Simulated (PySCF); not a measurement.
## Telling isomers of C$_{6}$H$_{10}$N$_{2}$OSi apart by NMR

Rapidly exchanging positions averaged, no solvent, single conformer, no relativistic terms. Structure optimised with GFN2-xTB; GIAO PBE0/pcSseg-1 shieldings; PySCF 2.14.

Shifts are taken against calculated references (same method and geometry level): $^{1}$H and $^{13}$C vs TMS. Where no couplings were computed, multiplicities follow the n + 1 count of equivalent neighbours, and m marks all less simple cases (inequivalent or close neighbours, rings, F or P nearby). Shifts are as computed. Against solution values, carbons near 30 ppm lie about +3 ppm off and those near 130 ppm about +5 ppm. Of 1211 compounds with measured shifts, 218 miss one by over three times the rms of a fit or turn the order of signals round; such compounds aren't used in these exercises.

(1) Tabulate the signals of `C=C[C@@H](/C=N/C)O[SiH2]C#N`, `CC(=O)c1cn(C)nc1[SiH3]`, `CC(=O)c1cnn(C)c1[SiH3]` and their relative energies.

(2) What is the quickest way to tell C=C[C@@H](/C=N/C)O[SiH2]C#N from CC(=O)c1cnn(C)c1[SiH3]?

(3) What is the quickest way to tell C=C[C@@H](/C=N/C)O[SiH2]C#N from CC(=O)c1cn(C)nc1[SiH3]?

(4) What is the quickest way to tell CC(=O)c1cn(C)nc1[SiH3] from CC(=O)c1cnn(C)c1[SiH3]?

Results:

(1) 
| SMILES | carbon types | δC | δH | E rel. (kcal/mol) |
| --- | --- | --- | --- | --- |
| C=C[C@@H](/C=N/C)O[SiH2]C#N | 1×C 3×CH 1×CH2 1×CH3 | 167.9, 143.3, 127.3, 121.7, 83.1, 50.3 | 7.76 (d, 1H), 6.02 (m, 1H), 6.00 (m, 1H), 5.68 (m, 1H), 5.03 (m, 1H), 5.00 (m, 1H), 4.92 (m, 1H), 3.75 (s, 3H) | 18.8 |
| CC(=O)c1cn(C)nc1[SiH3] | 3×C 1×CH 2×CH3 | 196.7, 155.1, 137.4, 134.0, 39.7, 29.0 | 7.72 (s, 1H), 4.55 (s, 3H), 4.14 (s, 3H), 2.48 (s, 3H) | 2.1 |
| CC(=O)c1cnn(C)c1[SiH3] | 3×C 1×CH 2×CH3 | 198.6, 149.8, 140.0, 139.2, 40.7, 28.5 | 7.76 (s, 1H), 4.57 (s, 3H), 4.18 (s, 3H), 2.57 (s, 3H) | 0.0 |

Energies are electronic energies at PBE0/pcSseg-1 on these geometries, without zero-point or thermal terms, each for the one conformer computed, which needn't be the lowest.

(2) Both give the same number of carbon signals, but DEPT or the intensities differ. The first has a terminal =CH2 carbon at 121.7 ppm, the second a ketone carbonyl carbon (C) at 198.6 ppm. Their most deshielded carbons lie at 167.9 and 198.6 ppm.

(3) Both give the same number of carbon signals, but DEPT or the intensities differ. The first has a terminal =CH2 carbon at 121.7 ppm, the second a ketone carbonyl carbon (C) at 196.7 ppm. Their most deshielded carbons lie at 167.9 and 196.7 ppm.

(4) Both give the same number of carbon signals, with the same numbers of each carbon type, so the positions decide. The first has an aromatic CH next to a ring nitrogen at 134.0 ppm, the second an aromatic CH next to a ring nitrogen at 140.0 ppm. Their most deshielded carbons lie at 196.7 and 198.6 ppm.
